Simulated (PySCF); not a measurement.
[MoSF5]2- (charge -2 and doublet state).
Structure used (PBE0-D3(BJ)/def2-SVP), in Å, numbered top down from 1:
```
atom  x, y, z in Å
Mo1   -0.0001    0.0002    0.0924
S2    -0.0196   -0.0121    2.2995
F3     0.0139    0.0059   -1.8695
F4     1.9355    0.0059   -0.1174
F5    -1.9327   -0.0021   -0.1437
F6    -0.0017    1.9352   -0.1215
F7     0.0046   -1.9330   -0.1397
```

Computed, not measured: PBE0-D3(BJ)/def2-SVP geometry optimisation, gas phase, def2 core potentials past Kr in PySCF 2.14.0.

(1) Which atoms are bound to Mo1, and at what distances?

(2) List the angles at Mo1.

(3) What is the shape at Mo1?

(4) What are the rotational constants (commonest isotopes, rigid rotor)?

Answers

(1) 6 atoms: F6 1.947 Å, F4 1.947 Å, F5 1.947 Å, F7 1.947 Å, F3 1.962 Å, S2 2.207 Å.

(2) 
| angle | degrees | distance of the outer atoms (Å) |
| --- | --- | --- |
| S2–Mo1–F3 | 179.8 | 4.17 |
| F4–Mo1–F5 | 166.8 | 3.87 |
| F6–Mo1–F7 | 166.8 | 3.87 |
| S2–Mo1–F4 | 96.7 | 3.11 |
| S2–Mo1–F6 | 96.6 | 3.11 |
| S2–Mo1–F7 | 96.5 | 3.10 |
| S2–Mo1–F5 | 96.5 | 3.10 |
| F4–Mo1–F7 | 89.3 | 2.74 |
| F5–Mo1–F6 | 89.3 | 2.74 |
| F5–Mo1–F7 | 89.2 | 2.74 |
| F4–Mo1–F6 | 89.2 | 2.73 |
| F3–Mo1–F6 | 83.5 | 2.60 |
| F3–Mo1–F5 | 83.4 | 2.60 |
| F3–Mo1–F4 | 83.4 | 2.60 |
| F3–Mo1–F7 | 83.3 | 2.60 |

(3) Distorted octahedral: the three widest angles are 179.8°, 166.8° and 166.8°, the others run from 83.3° to 96.7°. The Mo–F distances aren't all alike: 1.947 to 1.962 Å.

(4) A = 1778, B = 1353, C = 1352 MHz: a prolate symmetric top.

Point group: C4v (tolerance 0.08 Å). Charge -2, doublet. ⟨S²⟩ = 0.770 (exact for a doublet: 0.75). Whether so highly charged an anion holds all its electrons in the gas phase wasn't checked; a finite basis holds them in any case. The ion is multiply charged and computed without counter-ions or solvent. The geometry's basis has no diffuse functions, a weakness for an anion. No PBE0-D3(BJ)/def2-SVP frequencies stand behind this structure, so it isn't proved a minimum.

For an open-shell metal species like this, the optimisation's SCF solution wasn't tested for stability and no frequencies at its level were run, so a lower state or another shape may exist.
